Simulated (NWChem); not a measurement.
The numbers come from NWChem runs, not from measurements. System: trisilane (H8Si3), charge 0, spin multiplicity 1, at a geometry optimised with B3LYP/def2-SVP. Level: CAM-B3LYP/def2-TZVP.

Input file:

```
start mol
memory heap 200 mb stack 900 mb global 1100 mb
geometry units angstroms nocenter noautoz
  Si    -1.951343    -0.088364     0.423011
  Si     0.000000     0.000000    -0.899493
  Si     1.951343     0.088364     0.423011
  H     -3.172075    -0.137074    -0.435182
  H     -1.926616    -1.303876     1.289919
  H     -2.030188     1.117854     1.299622
  H     -0.054514     1.207788    -1.780066
  H      0.054514    -1.207788    -1.780066
  H      2.030188    -1.117854     1.299622
  H      1.926616     1.303876     1.289919
  H      3.172075     0.137074    -0.435182
  symmetry group C2
end
basis spherical
  * library def2-tzvp
end
dft
  xc xcamb88 1.00 lyp 0.81 vwn_5 0.19 hfexch 1.00
  cam 0.33 cam_alpha 0.19 cam_beta 0.46
  direct
  iterations 100
end
task dft energy
```

NWChem printed:

```
             Northwest Computational Chemistry Package (NWChem) 7.3.0
             --------------------------------------------------------

                                NWChem Input Module
                                -------------------

 Scaling coordinates for geometry "geometry" by  1.889725989
 (inverse scale =  0.529177249)

 Turning off AUTOSYM since
 SYMMETRY directive was detected!

                             Geometry "geometry" -> ""
                             -------------------------

 Output coordinates in angstroms (scale by  1.889725989 to convert to a.u.)

  No.       Tag          Charge          X              Y              Z
 ---- ---------------- ---------- -------------- -------------- --------------
    1 Si                  14.0000    -1.95134300    -0.08836400     0.42301100
    2 Si                  14.0000     0.00000000     0.00000000    -0.89949300
    3 Si                  14.0000     1.95134300     0.08836400     0.42301100
    4 H                    1.0000    -3.17207500    -0.13707400    -0.43518200
    5 H                    1.0000    -1.92661600    -1.30387600     1.28991900
    6 H                    1.0000    -2.03018800     1.11785400     1.29962200
    7 H                    1.0000    -0.05451400     1.20778800    -1.78006600
    8 H                    1.0000     0.05451400    -1.20778800    -1.78006600
    9 H                    1.0000     2.03018800    -1.11785400     1.29962200
   10 H                    1.0000     1.92661600     1.30387600     1.28991900
   11 H                    1.0000     3.17207500     0.13707400    -0.43518200

 Effective nuclear repulsion energy (a.u.)     191.3855843288

            Nuclear Dipole moment (a.u.)
            ----------------------------
        X                 Y               Z
 ---------------- ---------------- ----------------
    -0.0000000000    -0.0000000000    -0.0000151178

      Symmetry information
      --------------------

 Group name             C2
 Group number              4
 Group order               2
 No. of unique centers     6

      Symmetry unique atoms

     1    2    4    5    6    7


 Summary of "ao basis" -> "" (spherical)
 ------------------------------------------------------------------------------
       Tag                 Description            Shells   Functions and Types
 ---------------- ------------------------------  ------  ---------------------
 *                         def2-tzvp                  on all atoms

                                 NWChem DFT Module
                                 -----------------

 Summary of "ao basis" -> "ao basis" (spherical)
 ------------------------------------------------------------------------------
       Tag                 Description            Shells   Functions and Types
 ---------------- ------------------------------  ------  ---------------------
 Si                        def2-tzvp                13       37   5s5p2d1f
 H                         def2-tzvp                 4        6   3s1p

 Summary of "ao basis" -> "ao basis" (spherical)
 ------------------------------------------------------------------------------
       Tag                 Description            Shells   Functions and Types
 ---------------- ------------------------------  ------  ---------------------
 Si                        def2-tzvp                13       37   5s5p2d1f
 H                         def2-tzvp                 4        6   3s1p

      Symmetry analysis of basis
      --------------------------

        a          80
        b          79

  int_init: cando_txs set to always be  F

            General Information
            -------------------
          SCF calculation type: DFT
          Wavefunction type:  closed shell.
          No. of atoms     :    11
          No. of electrons :    50
           Alpha electrons :    25
            Beta electrons :    25
          Charge           :     0
          Spin multiplicity:     1
          Use of symmetry is: on ; symmetry adaption is: on
          Maximum number of iterations: 100
          This is a Direct SCF calculation.
          AO basis - number of functions:   159
                     number of shells:    71
          Convergence on energy requested:  1.00D-06
          Convergence on density requested:  1.00D-05
          Convergence on gradient requested:  5.00D-04

              XC Information
              --------------
                     Hartree-Fock (Exact) Exchange  1.000
                   CAM-Becke88 Exchange Functional  1.000
                      VWN V Correlation Functional  0.190 local
              Lee-Yang-Parr Correlation Functional  0.810

           Range-Separation Parameters
           ---------------------------
           Alpha           :  0.19
           Beta            :  0.46
           Gamma           :  0.33
           Short-Range HF  :     F

             Grid Information
             ----------------
          Grid used for XC integration:  medium
          Radial quadrature: Mura-Knowles
          Angular quadrature: Lebedev.
          Tag              B.-S. Rad. Rad. Pts. Rad. Cut. Ang. Pts.
          ---              ---------- --------- --------- ---------
          Si                  1.10       88          13.0       590
          H                   0.35       45          14.0       434
          Grid pruning is: on
          Number of quadrature shells:   356
          Spatial weights used:  Erf1

          Convergence Information
          -----------------------
          Convergence aids based upon iterative change in
          total energy or number of iterations.
          Levelshifting, if invoked, occurs when the
          HOMO/LUMO gap drops below (HL_TOL):  1.00D-02
          DIIS, if invoked, will attempt to extrapolate
          using up to (NFOCK): 10 stored Fock matrices.

                    Damping( 0%)  Levelshifting(0.5)       DIIS
                  --------------- ------------------- ---------------
          dE  on:    start            ASAP                start
          dE off:    2 iters        100 iters           100 iters

      Screening Tolerance Information
      -------------------------------
          Density screening/tol_rho:  1.00D-10
          AO Gaussian exp screening on grid/accAOfunc:  14
          CD Gaussian exp screening on grid/accCDfunc:  20
          XC Gaussian exp screening on grid/accXCfunc:  20
          Schwarz screening/accCoul:  1.00D-08

      Superposition of Atomic Density Guess
      -------------------------------------

 Sum of atomic energies:        -870.50470510

      Non-variational initial energy
      ------------------------------

 Total energy =    -871.413699
 1-e energy   =   -1586.643906
 2-e energy   =     523.844623
 HOMO         =      -0.304893
 LUMO         =       0.037234

      Symmetry analysis of molecular orbitals - initial
      -------------------------------------------------

  Numbering of irreducible representations:

     1 a           2 b

  Orbital symmetries:

     1 a           2 b           3 a           4 a           5 b
     6 a           7 b           8 a           9 b          10 a
    11 b          12 b          13 a          14 a          15 b
    16 a          17 b          18 a          19 b          20 a
    21 b          22 a          23 b          24 a          25 b
    26 a          27 b          28 a          29 b          30 a
    31 a          32 a          33 b          34 b          35 b

   convergence    iter        energy       DeltaE   RMS-Dens  Diis-err    time
 ---------------- ----- ----------------- --------- --------- ---------  ------
 d= 0,ls=0.0,diis     1   -873.2614982201 -1.06D+03  2.39D-03  8.31D-01     9.9
 d= 0,ls=0.0,diis     2   -873.3035876796 -4.21D-02  1.02D-03  1.12D-02    19.0
 d= 0,ls=0.0,diis     3   -873.3053140049 -1.73D-03  2.88D-04  4.73D-03    29.1
 d= 0,ls=0.0,diis     4   -873.3060273183 -7.13D-04  3.95D-05  5.17D-05    39.4
 d= 0,ls=0.0,diis     5   -873.3060367402 -9.42D-06  1.52D-05  3.17D-06    49.5
 d= 0,ls=0.0,diis     6   -873.3060376236 -8.83D-07  2.69D-06  3.74D-07    59.6

         Total DFT energy =     -873.306037623629
      One electron energy =    -1590.001756448675
           Coulomb energy =      591.009281905408
    Exchange-Corr. energy =      -65.699147409135
 Nuclear repulsion energy =      191.385584328773

 Numeric. integr. density =       50.000008997887

     Total iterative time =     58.8s

                  Occupations of the irreducible representations
                  ----------------------------------------------

                     irrep           alpha         beta
                     --------     --------     --------
                     a                13.0         13.0
                     b                12.0         12.0

                       DFT Final Molecular Orbital Analysis
                       ------------------------------------

 Vector   23  Occ=2.000000D+00  E=-3.999213D-01  Symmetry=b
              MO Center= -4.1D-13, -2.7D-14, -2.9D-01, r^2= 5.8D+00
   Bfn.  Coefficient  Atom+Function         Bfn.  Coefficient  Atom+Function
  ----- ------------  ---------------      ----- ------------  ---------------
    53      0.211058   2 Si py              131      0.165153   7 H  s
   137     -0.165153   8 H  s                16     -0.139038   1 Si py
    90     -0.139038   3 Si py              132      0.118976   7 H  s
   138     -0.118976   8 H  s               119      0.112937   5 H  s
   149     -0.112937  10 H  s               125     -0.112179   6 H  s

 Vector   24  Occ=2.000000D+00  E=-3.670732D-01  Symmetry=a
              MO Center=  3.9D-14,  1.8D-14, -3.1D-01, r^2= 4.3D+00
   Bfn.  Coefficient  Atom+Function         Bfn.  Coefficient  Atom+Function
  ----- ------------  ---------------      ----- ------------  ---------------
    54      0.293115   2 Si pz               17     -0.145851   1 Si pz
    91     -0.145851   3 Si pz              131     -0.131286   7 H  s
   137     -0.131286   8 H  s                15      0.119540   1 Si px
    89     -0.119540   3 Si px               45     -0.118171   2 Si pz
   132     -0.117330   7 H  s               138     -0.117330   8 H  s

 Vector   25  Occ=2.000000D+00  E=-3.398980D-01  Symmetry=b
              MO Center= -7.0D-14, -5.5D-15, -2.0D-01, r^2= 4.5D+00
   Bfn.  Coefficient  Atom+Function         Bfn.  Coefficient  Atom+Function
  ----- ------------  ---------------      ----- ------------  ---------------
    52      0.319405   2 Si px               15     -0.213229   1 Si px
    89     -0.213229   3 Si px               55      0.129781   2 Si px
    43     -0.123430   2 Si px               17      0.121592   1 Si pz
    91     -0.121592   3 Si pz               49      0.116642   2 Si px
    18     -0.099471   1 Si px               92     -0.099471   3 Si px

 Vector   26  Occ=0.000000D+00  E= 2.949836D-02  Symmetry=a
              MO Center=  8.8D-14,  9.5D-15,  5.3D-02, r^2= 7.2D+00
   Bfn.  Coefficient  Atom+Function         Bfn.  Coefficient  Atom+Function
  ----- ------------  ---------------      ----- ------------  ---------------
    42      0.903226   2 Si s                 5     -0.684309   1 Si s
    79     -0.684309   3 Si s                20      0.673318   1 Si pz
    94      0.673318   3 Si pz              114      0.630092   4 H  s
   156      0.630092  11 H  s                57      0.492433   2 Si pz
    54      0.196463   2 Si pz               17      0.159625   1 Si pz

 Vector   27  Occ=0.000000D+00  E= 4.490388D-02  Symmetry=b
              MO Center=  9.5D-13,  2.3D-13, -2.7D-01, r^2= 5.1D+00
   Bfn.  Coefficient  Atom+Function         Bfn.  Coefficient  Atom+Function
  ----- ------------  ---------------      ----- ------------  ---------------
    56      0.918993   2 Si py              132     -0.778794   7 H  s
   138      0.778794   8 H  s               120      0.354193   5 H  s
   126     -0.354577   6 H  s               144      0.354577   9 H  s
   150     -0.354193  10 H  s                19      0.293223   1 Si py
    93      0.293223   3 Si py               53      0.163655   2 Si py

 Vector   28  Occ=0.000000D+00  E= 4.553155D-02  Symmetry=a
              MO Center=  1.4D-14, -1.7D-13,  2.0D-01, r^2= 9.4D+00
   Bfn.  Coefficient  Atom+Function         Bfn.  Coefficient  Atom+Function
  ----- ------------  ---------------      ----- ------------  ---------------
    42      2.386081   2 Si s                18     -1.101759   1 Si px
    92      1.101759   3 Si px               57      0.723136   2 Si pz
   114     -0.570039   4 H  s               156     -0.570039  11 H  s
     5     -0.420308   1 Si s                79     -0.420308   3 Si s
   132     -0.366564   7 H  s               138     -0.366564   8 H  s

 center of mass
 --------------
 x =   0.00000000 y =   0.00000000 z =  -0.01523210

 moments of inertia (a.u.)
 ------------------
         198.299871768920         -38.855945050143           0.000000000000
         -38.855945050143        1054.549231658299          -0.000000000000
           0.000000000000          -0.000000000000         923.104308693957

     Multipole analysis of the density
     ---------------------------------

     L   x y z        total         alpha         beta         nuclear
     -   - - -        -----         -----         ----         -------
     0   0 0 0     -0.000000    -25.000000    -25.000000     50.000000

     1   1 0 0      0.000000      0.000000      0.000000     -0.000000
     1   0 1 0      0.000000      0.000000      0.000000     -0.000000
     1   0 0 1     -0.028800     -0.014393     -0.014393     -0.000015

     2   2 0 0    -35.340957   -271.954888   -271.954888    508.568818
     2   1 1 0     -0.039181    -10.824134    -10.824134     21.609088
     2   1 0 1      0.000000      0.000000      0.000000      0.000000
     2   0 2 0    -34.482781    -33.441688    -33.441688     32.400596
     2   0 1 1      0.000000      0.000000      0.000000      0.000000
     2   0 0 2    -35.035198    -70.653881    -70.653881    106.272564

 Task  times  cpu:       59.6s     wall:       59.6s

 Total times  cpu:       59.6s     wall:       59.6s
```
